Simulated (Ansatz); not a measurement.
Species: CH6Si2, SMILES `[SiH2]=C[SiH3]` (charge 0, multiplicity 1), formula CH6Si2.

### Question
How many basis functions does frozen-core CCSD(T)/cc-pVTZ // PBE-D3(BJ)/def2-TZVP (Ansatz, a first-principles code) use, how many core orbitals are frozen, and how many electrons are correlated?

### Answer
182 basis functions and 11 frozen orbitals, which leaves 18 correlated electrons. Core time is of the order of seconds.
